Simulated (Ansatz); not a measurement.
Ansatz (a first-principles code) input for In(H)(PH2)2 (H5InP2), SMILES [PH2][InH][PH2], B3LYP-D3(BJ)/def2-SVP. 

Ansatz 0.2 input:
```yaml
crystal:
  periodic: [false, false, false]
  atoms:
    - {symbol: In, position_ang: [-0.33697859, -0.22927580, -0.28160456]}
    - {symbol: H, position_ang: [-1.47712623, -1.12892440, -1.34320510]}
    - {symbol: P, position_ang: [-0.01481605, 2.28442697, -0.61695247]}
    - {symbol: H, position_ang: [0.99259784, 2.01842112, -1.55326475]}
    - {symbol: H, position_ang: [0.90723529, 2.24191726, 0.43405837]}
    - {symbol: P, position_ang: [0.87352169, -1.51678195, 1.57381060]}
    - {symbol: H, position_ang: [2.04820969, -0.84691031, 1.21200559]}
    - {symbol: H, position_ang: [1.16044961, -2.56466504, 0.69615750]}
basis:
  gaussian:
    orbitals: def2-SVP
hamiltonian:
  xc: b3lyp
  dispersion: d3bj
relax: {f_tol: 0.002, max_steps: 200}
```

It prints:

```
WARN ansatz: RAYON_NUM_THREADS=1 ignored (pool sized by the plan → 1); use --threads N
Functional definition: B3LYP
integrals: 0.04 GiB planned
986 factors; integrals over basis functions are off by at most 3.6e-4 eV
mean field: 0.34 GiB planned
mean field evaluation 1: about -23828.4574 eV, gradient 1.9e1 eV
mean field evaluation 2: about -23828.4747 eV, gradient 2.0e1 eV
mean field evaluation 4: about -23829.7867 eV, gradient 4.4e-1 eV
mean field evaluation 8: about -23829.7870 eV, gradient 3.2e-2 eV
mean field -23829.78701577 eV, -875.7285204198 hartree, gradient 2.3e-5 eV, S^2 0.000000; 0 other end points of the search recorded, 0 dependent functions left out
the calculation of the forces begins
reference -23829.78728143 eV, -875.7285301825 hartree; 28, 28 occupied and 59, 59 virtual orbitals, 986 factors
relax step   1: F+E_penalty+E_count = -23830.13859251 eV  Δ(F+E_penalty+E_count) = +0.000e0 eV  max|allowed force component| = 8.171e-1 eV/Å  Δτ_max = 0.0000 Å  (24 SCF iters, accepted)
these checks for a lower state are left out or cut short: starts, cluster_reference, orbital_swaps, neighbouring_geometries, increment
integrals: 0.04 GiB planned
986 factors; integrals over basis functions are off by at most 3.2e-4 eV
mean field: 0.34 GiB planned
mean field evaluation 16: about -23829.5920 eV, gradient 1.0e1 eV
[...]
relax step   4: F+E_penalty+E_count = -23830.23457048 eV  Δ(F+E_penalty+E_count) = -5.174e-3 eV  max|allowed force component| = 6.711e-2 eV/Å  Δτ_max = 0.0164 Å  (24 SCF iters, accepted)
these checks for a lower state are left out or cut short: starts, cluster_reference, orbital_swaps, neighbouring_geometries, increment
integrals: 0.04 GiB planned
986 factors; integrals over basis functions are off by at most 3.4e-4 eV
mean field: 0.34 GiB planned
mean field -23829.89504285 eV, -875.7324903416 hartree, gradient 5.7e-5 eV, S^2 0.000000; 0 other end points of the search recorded, 0 dependent functions left out
the calculation of the forces begins
reference -23829.89530937 eV, -875.7325001360 hartree; 28, 28 occupied and 59, 59 virtual orbitals, 986 factors
relax step   5: F+E_penalty+E_count = -23830.24615161 eV  Δ(F+E_penalty+E_count) = -1.158e-2 eV  max|allowed force component| = 9.355e-2 eV/Å  Δτ_max = 0.1500 Å  (23 SCF iters, accepted)
these checks for a lower state are left out or cut short: starts, cluster_reference, orbital_swaps, neighbouring_geometries, increment
integrals: 0.04 GiB planned
986 factors; integrals over basis functions are off by at most 3.4e-4 eV
mean field: 0.34 GiB planned
mean field -23829.89740051 eV, -875.7325769842 hartree, gradient 1.7e-5 eV, S^2 0.000000; 0 other end points of the search recorded, 0 dependent functions left out
the calculation of the forces begins
reference -23829.89766759 eV, -875.7325867993 hartree; 28, 28 occupied and 59, 59 virtual orbitals, 986 factors
relax step   6: F+E_penalty+E_count = -23830.24757691 eV  Δ(F+E_penalty+E_count) = -1.425e-3 eV  max|allowed force component| = 5.808e-1 eV/Å  Δτ_max = 0.1950 Å  (25 SCF iters, accepted)
these checks for a lower state are left out or cut short: starts, cluster_reference, orbital_swaps, neighbouring_geometries, increment
integrals: 0.04 GiB planned
986 factors; integrals over basis functions are off by at most 3.4e-4 eV
mean field: 0.34 GiB planned
mean field -23829.91795468 eV, -875.7333323360 hartree, gradient 1.6e-5 eV, S^2 0.000000; 0 other end points of the search recorded, 0 dependent functions left out
the calculation of the forces begins
reference -23829.91822067 eV, -875.7333421109 hartree; 28, 28 occupied and 59, 59 virtual orbitals, 986 factors
relax step   7: F+E_penalty+E_count = -23830.26839436 eV  Δ(F+E_penalty+E_count) = -2.082e-2 eV  max|allowed force component| = 5.586e-2 eV/Å  Δτ_max = 0.1859 Å  (25 SCF iters, accepted)
these checks for a lower state are left out or cut short: starts, cluster_reference, orbital_swaps, neighbouring_geometries, increment
integrals: 0.04 GiB planned
986 factors; integrals over basis functions are off by at most 3.4e-4 eV
mean field: 0.34 GiB planned
mean field -23829.91696504 eV, -875.7332959675 hartree, gradient 2.8e-5 eV, S^2 0.000000; 0 other end points of the search recorded, 0 dependent functions left out
the calculation of the forces begins
reference -23829.91723036 eV, -875.7333057178 hartree; 28, 28 occupied and 59, 59 virtual orbitals, 986 factors
relax step   8: F+E_penalty+E_count = -23830.26752020 eV  Δ(F+E_penalty+E_count) = +8.742e-4 eV  max|allowed force component| = 8.480e-2 eV/Å  Δτ_max = 0.0597 Å  (23 SCF iters, rejected (line search))
these checks for a lower state are left out or cut short: starts, cluster_reference, orbital_swaps, neighbouring_geometries, increment
integrals: 0.04 GiB planned
986 factors; integrals over basis functions are off by at most 3.4e-4 eV
mean field: 0.34 GiB planned
mean field -23829.91899352 eV, -875.7333705127 hartree, gradient 3.1e-5 eV, S^2 0.000000; 0 other end points of the search recorded, 0 dependent functions left out
the calculation of the forces begins
reference -23829.91925921 eV, -875.7333802765 hartree; 28, 28 occupied and 59, 59 virtual orbitals, 986 factors
relax step   9: F+E_penalty+E_count = -23830.26983030 eV  Δ(F+E_penalty+E_count) = -1.436e-3 eV  max|allowed force component| = 1.193e-2 eV/Å  Δτ_max = 0.0291 Å  (23 SCF iters, accepted)
these checks for a lower state are left out or cut short: starts, cluster_reference, orbital_swaps, neighbouring_geometries, increment
integrals: 0.04 GiB planned
986 factors; integrals over basis functions are off by at most 3.4e-4 eV
mean field: 0.34 GiB planned
mean field evaluation 64: about -23829.8867 eV, gradient 2.8e0 eV
mean field -23829.92140515 eV, -875.7334591384 hartree, gradient 2.9e-5 eV, S^2 0.000000; 0 other end points of the search recorded, 0 dependent functions left out
the calculation of the forces begins
reference -23829.92167050 eV, -875.7334688899 hartree; 28, 28 occupied and 59, 59 virtual orbitals, 986 factors
relax step  10: F+E_penalty+E_count = -23830.27214607 eV  Δ(F+E_penalty+E_count) = -2.316e-3 eV  max|allowed force component| = 7.929e-2 eV/Å  Δτ_max = 0.0978 Å  (23 SCF iters, accepted)
these checks for a lower state are left out or cut short: starts, cluster_reference, orbital_swaps, neighbouring_geometries, increment
integrals: 0.04 GiB planned
986 factors; integrals over basis functions are off by at most 3.4e-4 eV
mean field: 0.34 GiB planned
mean field -23829.92027677 eV, -875.7334176713 hartree, gradient 2.6e-5 eV, S^2 0.000000; 0 other end points of the search recorded, 0 dependent functions left out
the calculation of the forces begins
reference -23829.92054249 eV, -875.7334274364 hartree; 28, 28 occupied and 59, 59 virtual orbitals, 986 factors
relax step  11: F+E_penalty+E_count = -23830.27025720 eV  Δ(F+E_penalty+E_count) = +1.889e-3 eV  max|allowed force component| = 1.896e-1 eV/Å  Δτ_max = 0.0899 Å  (23 SCF iters, rejected (line search))
these checks for a lower state are left out or cut short: starts, cluster_reference, orbital_swaps, neighbouring_geometries, increment
integrals: 0.04 GiB planned
986 factors; integrals over basis functions are off by at most 3.4e-4 eV
mean field: 0.34 GiB planned
mean field -23829.92247597 eV, -875.7334984904 hartree, gradient 3.9e-5 eV, S^2 0.000000; 0 other end points of the search recorded, 0 dependent functions left out
the calculation of the forces begins
reference -23829.92274118 eV, -875.7335082366 hartree; 28, 28 occupied and 59, 59 virtual orbitals, 986 factors
relax step  12: F+E_penalty+E_count = -23830.27313163 eV  Δ(F+E_penalty+E_count) = -9.856e-4 eV  max|allowed force component| = 2.722e-2 eV/Å  Δτ_max = 0.0449 Å  (22 SCF iters, accepted)
these checks for a lower state are left out or cut short: starts, cluster_reference, orbital_swaps, neighbouring_geometries, increment
integrals: 0.04 GiB planned
986 factors; integrals over basis functions are off by at most 3.4e-4 eV
mean field: 0.34 GiB planned
mean field -23829.92294128 eV, -875.7335155901 hartree, gradient 4.0e-5 eV, S^2 0.000000; 0 other end points of the search recorded, 0 dependent functions left out
the calculation of the forces begins
reference -23829.92320681 eV, -875.7335253482 hartree; 28, 28 occupied and 59, 59 virtual orbitals, 986 factors
relax step  13: F+E_penalty+E_count = -23830.27351173 eV  Δ(F+E_penalty+E_count) = -3.801e-4 eV  max|allowed force component| = 2.613e-2 eV/Å  Δτ_max = 0.0387 Å  (22 SCF iters, accepted)
these checks for a lower state are left out or cut short: starts, cluster_reference, orbital_swaps, neighbouring_geometries, increment
integrals: 0.04 GiB planned
986 factors; integrals over basis functions are off by at most 3.4e-4 eV
mean field: 0.34 GiB planned
mean field -23829.92342294 eV, -875.7335332908 hartree, gradient 3.9e-5 eV, S^2 0.000000; 0 other end points of the search recorded, 0 dependent functions left out
the calculation of the forces begins
reference -23829.92368837 eV, -875.7335430454 hartree; 28, 28 occupied and 59, 59 virtual orbitals, 986 factors
relax step  14: F+E_penalty+E_count = -23830.27364938 eV  Δ(F+E_penalty+E_count) = -1.377e-4 eV  max|allowed force component| = 2.305e-2 eV/Å  Δτ_max = 0.0352 Å  (22 SCF iters, accepted)
these checks for a lower state are left out or cut short: starts, cluster_reference, orbital_swaps, neighbouring_geometries, increment
integrals: 0.04 GiB planned
986 factors; integrals over basis functions are off by at most 3.4e-4 eV
mean field: 0.34 GiB planned
mean field -23829.92341944 eV, -875.7335331624 hartree, gradient 7.4e-6 eV, S^2 0.000000; 0 other end points of the search recorded, 0 dependent functions left out
the calculation of the forces begins
reference -23829.92368491 eV, -875.7335429179 hartree; 28, 28 occupied and 59, 59 virtual orbitals, 986 factors
relax step  15: F+E_penalty+E_count = -23830.27376899 eV  Δ(F+E_penalty+E_count) = -1.196e-4 eV  max|allowed force component| = 1.148e-2 eV/Å  Δτ_max = 0.0120 Å  (21 SCF iters, accepted)
these checks for a lower state are left out or cut short: starts, cluster_reference, orbital_swaps, neighbouring_geometries, increment
integrals: 0.04 GiB planned
986 factors; integrals over basis functions are off by at most 3.4e-4 eV
mean field: 0.34 GiB planned
mean field evaluation 96: about -23829.9234 eV, gradient 1.2e-1 eV
mean field -23829.92346286 eV, -875.7335347577 hartree, gradient 5.1e-5 eV, S^2 0.000000; 0 other end points of the search recorded, 0 dependent functions left out
the calculation of the forces begins
reference -23829.92372828 eV, -875.7335445119 hartree; 28, 28 occupied and 59, 59 virtual orbitals, 986 factors
relax step  16: F+E_penalty+E_count = -23830.27380399 eV  Δ(F+E_penalty+E_count) = -3.500e-5 eV  max|allowed force component| = 1.930e-3 eV/Å  Δτ_max = 0.0026 Å  (18 SCF iters, accepted)
integrals: 0.04 GiB planned
986 factors; integrals over basis functions are off by at most 3.4e-4 eV
mean field: 0.34 GiB planned
mean field -23829.92346286 eV, -875.7335347577 hartree, gradient 5.1e-5 eV, S^2 0.000000; 1 other end points of the search recorded, 0 dependent functions left out
the calculation of the forces begins
reference -23829.92372828 eV, -875.7335445119 hartree; 28, 28 occupied and 59, 59 virtual orbitals, 986 factors
Total energy: -23830.27406941 eV, -875.7464193109 hartree
Atom 0 at    -0.226671    -0.278506    -0.342860 Å, force     0.000777     0.000841     0.000416 eV/Å
Atom 1 at    -1.237788    -1.052561    -1.534702 Å, force    -0.001032    -0.000761    -0.000913 eV/Å
Atom 2 at     0.034983     2.249670    -0.314125 Å, force     0.001630     0.001253    -0.001196 eV/Å
Atom 3 at     0.302171     2.321254    -1.717649 Å, force    -0.000965     0.000007    -0.000111 eV/Å
Atom 4 at     1.416270     2.191566     0.050109 Å, force    -0.000828    -0.000269     0.000925 eV/Å
Atom 5 at     0.716590    -1.603006     1.610760 Å, force     0.001930    -0.001213     0.000227 eV/Å
Atom 6 at     1.964377    -0.905301     1.596000 Å, force    -0.000741     0.000513     0.000686 eV/Å
Atom 7 at     1.183162    -2.664907     0.773473 Å, force    -0.000771    -0.000371    -0.000033 eV/Å
Dipole moment:     0.182562    -0.067463    -0.199265 e Å
```

The run converged.
